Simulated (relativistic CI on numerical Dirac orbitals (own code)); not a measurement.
## Cu3+ in a cubic cluster: 3p photoemission with charge transfer

Computed with a charge-transfer multiplet model of a cubic metal-ligand cluster with up to 2 ligand holes, Slater and spin-orbit integrals from Dirac-Coulomb-Breit ions, Slater integrals scaled by 0.7. The parameters are those of a tetrahedral site (10Dq negative, t2 hopping the larger). The ground state mixes d8 with configurations of k ligand holes L, whose averages lie at kΔ + k(k − 1)U_dd/2; a core hole lowers each added d electron by U_cd. 20 K, Lorentzian 0.9 eV and Gaussian 0.8 eV FWHM.

Atomic integrals in eV (Slater integrals scaled, ζ unscaled), ground: F2dd 9.683, F4dd 6.042, zeta_d 0.110; with the core hole: F2dd 10.372, F4dd 6.504, zeta_d 0.118, zeta_core 1.767, F2cd 10.889, G1cd 13.374, G3cd 8.206.

Cluster parameters (eV): U_dd = 6.5, U_cd = 8.2, 10Dq = -0.3, 10Dq(ligand) = 0, V(eg) = 1.5, V(t2g) = -2.55, final-state hopping factor = 0.8.

Weights, n_d and S are thermal averages at 20 K. Binding energies count from the first peak over 30 % of the highest in each spectrum, which can be another peak from case to case. The parameters are a model scan and need not match a compound or its usual spin state. Peaks in eV (height, largest 100): 0.0 (100), 7.7 (40), 14.0 (38), 17.6 (11), 25.6 (8).

Q: Which parameters give this spectrum?
A. Δ = 2.1 eV
B. Δ = -0.9 eV
C. Δ = 1.1 eV
D. Δ = 3.1 eV
E. Δ = 0.1 eV

A: B. Δ = -0.9 eV; the ground state then has 8.65 d electrons and S = 1.00. The choice follows from running the model for each set and comparing peak positions and heights.
